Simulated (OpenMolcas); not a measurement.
Re III: effect of the basis set

| Item | Value |
| --- | --- |
| Program | OpenMolcas 26.06 |
| Method | MS-CASPT2, IPEA 0.25 Eh, imaginary shift 0.1 Eh (closed shells correlated: 5s 5p) |
| Active space | 5 electrons in 5 orbitals (5d) |
| State averaging | 2S+1 = 6 even, 1 root; 2S+1 = 4 even, 24 roots; 2S+1 = 2 even, 75 roots |
| Spin-orbit coupling | state interaction with AMFI integrals over the reference wave functions, term energies averaged over their components |

A. ANO-R1 [7s5p4d2f], X2C, finite nucleus; CASPT2 step of the order of 13 core-seconds
B. ANO-RCC-VDZP [7s6p4d2f1g], DKH2, point nucleus; CASPT2 step of the order of 15 core-seconds
C. ANO-R2 [8s6p5d3f1g], X2C, finite nucleus; CASPT2 step about 20 core-seconds
D. ANO-RCC-VTZP [8s7p5d3f2g1h], DKH2, point nucleus; CASPT2 step of the order of 30 core-seconds
E. ANO-R3 [10s7p6d4f2g1h], X2C, finite nucleus; CASPT2 step roughly 50 core-seconds
F. ANO-RCC-VQZP [9s8p6d4f3g2h], DKH2, point nucleus; CASPT2 step of the order of 90 core-seconds

Energies in cm⁻¹ above 5d⁵ ⁶S_5/2, the measured ground level; measured values from the list in Brasseur, Gamrath and Quinet, At. Data Nucl. Data Tables 157, 101636 (2024).

```json
{"Level": "5d⁵ ⁶S_5/2", "A": "0.0", "B": "0.0", "C": "0.0", "D": "0.0", "E": "0.0", "F": "0.0", "Measured": "0.0"}
{"Level": "5d⁵ ⁴G_7/2 [70 %]", "A": "19890", "B": "20090", "C": "18870", "D": "19160", "E": "18180", "F": "18370", "Measured": "16890"}
{"Level": "5d⁵ ⁴G_11/2", "A": "20790", "B": "21040", "C": "19730", "D": "20000", "E": "19040", "F": "19240", "Measured": "18020"}
{"Level": "5d⁵ ⁴G_9/2", "A": "21300", "B": "21560", "C": "20200", "D": "20470", "E": "19540", "F": "19750", "Measured": "18346"}
{"Level": "5d⁵ ⁴P_1/2 [59 %]", "A": "21920", "B": "22210", "C": "21230", "D": "21530", "E": "20650", "F": "20870", "Measured": ""}
{"Level": "5d⁵ ⁴D_7/2 [73 %]", "A": "24500", "B": "24750", "C": "23200", "D": "23520", "E": "22590", "F": "22790", "Measured": "20453"}
{"Level": "5d⁵ ⁴D_1/2 [62 %]", "A": "27030", "B": "27370", "C": "25910", "D": "26200", "E": "25350", "F": "25590", "Measured": ""}
{"Level": "5d⁵ ²I_11/2", "A": "30050", "B": "30450", "C": "28730", "D": "29020", "E": "27710", "F": "28010", "Measured": "26170"}
{"Level": "5d⁵ ²I_13/2", "A": "32480", "B": "32950", "C": "31040", "D": "31310", "E": "30010", "F": "30340", "Measured": "28588"}
{"Level": "5d⁵ ²H_9/2 [51 %]", "A": "37050", "B": "37470", "C": "35710", "D": "36070", "E": "34790", "F": "35110", "Measured": ""}
{"Level": "5d⁵ ²F_5/2(2) [56 %]", "A": "39550", "B": "39890", "C": "37840", "D": "38330", "E": "36960", "F": "37350", "Measured": ""}
{"Level": "5d⁵ ²H_11/2 [74 %]", "A": "42570", "B": "43220", "C": "41260", "D": "41530", "E": "40310", "F": "40680", "Measured": ""}
{"Level": "5d⁵ ²S_1/2", "A": "43650", "B": "43860", "C": "41600", "D": "42190", "E": "40670", "F": "41050", "Measured": ""}
{"Level": "5d⁵ ²D_3/2(2)", "A": "48670", "B": "49040", "C": "46710", "D": "47310", "E": "45710", "F": "46110", "Measured": ""}
{"Level": "5d⁵ ²D_5/2(2) [71 %]", "A": "51430", "B": "51890", "C": "49400", "D": "49960", "E": "48460", "F": "48900", "Measured": ""}
{"Level": "5d⁵ ²G_9/2(2)", "A": "55270", "B": "55570", "C": "52610", "D": "53300", "E": "51450", "F": "51850", "Measured": ""}
{"Level": "5d⁵ ²G_7/2(2)", "A": "56410", "B": "56760", "C": "53770", "D": "54430", "E": "52640", "F": "53060", "Measured": ""}
{"Level": "5d⁵ ²P_3/2", "A": "63290", "B": "63440", "C": "59960", "D": "60930", "E": "58680", "F": "59130", "Measured": ""}
{"Level": "5d⁵ ²P_1/2", "A": "65720", "B": "65940", "C": "62330", "D": "63260", "E": "61120", "F": "61590", "Measured": ""}
{"Level": "5d⁵ ²D_5/2(3)", "A": "70940", "B": "71350", "C": "67840", "D": "68770", "E": "66500", "F": "67040", "Measured": ""}
{"Level": "5d⁵ ²D_3/2(3)", "A": "72600", "B": "73030", "C": "69410", "D": "70330", "E": "68100", "F": "68650", "Measured": ""}
```

Deviations, from unrounded energies. A percentage is the sum of absolute deviations over the sum of measured energies, with the sign that they share, or ± where signs differ.

```
                        Against measurement  Levels      A      B      C      D     E     F
             mean absolute deviation (cm-1)       6   3400   3700   2200   2500  1400  1700
other terms of the ground configuration (%)       6  +16.0  +17.4  +10.4  +11.7  +6.7  +7.8
```

E lies closest to measurement on these levels and B furthest from it. The largest miss of E in the table is 5d⁵ ⁴D_7/2 [73 %], by +2100 cm-1. The ranking rests on the paired levels alone, and a cruder setting can come out closer through cancelling errors.

Among A to F the level of the table that moves most is 5d⁵ ²D_3/2(3), by 4900 cm-1 (lowest in E, highest in B). Moves below CASPT2's spread within the term are not significant.

Term energies are means over components that CASPT2 splits; among the terms shown or strongly mixed into the levels shown the widest spread is 900 cm-1 (5d⁵ ⁴F, E). Blocks of more than 70 roots (2S+1 = 2 even) ran without multistate coupling. Configurations with an s electron lie low in 5d ions of this charge, fall among these levels and mix in, so low-spin terms can stand far too high, up to twice their true height, and weights are not those of the real levels. The CASPT2 spread within a term exceeds the gap to the next term for 5d⁵ ²F(1) and 5d⁵ ⁴F, so the order of their levels is uncertain, and so are names and mixing where such terms share a J (figures for B; the like holds for C, D, E, F). Some terms miss by over 15 % even with CASPT2, which points to a basis or an active space too small for the shells correlated (holds for A; B). Some levels mix across a computed gap that differs much from the measured one, so their mixing is not that of the real levels (holds for B). Measured partners are found by configuration, term and J. A level has none where our copy of the source lacks it or the pairing is in doubt (some pairs that miss far off the trend of their configuration count as doubtful), and it then counts in no deviation. Only configurations of the active space appear. Levels that lie high or do not pair safely by name in every column are left out.

A share in square brackets marks a mixed level and gives the weight of the term that names it, the lowest over the columns. A number in round brackets counts repeated terms of one configuration in the order of the reference energies.
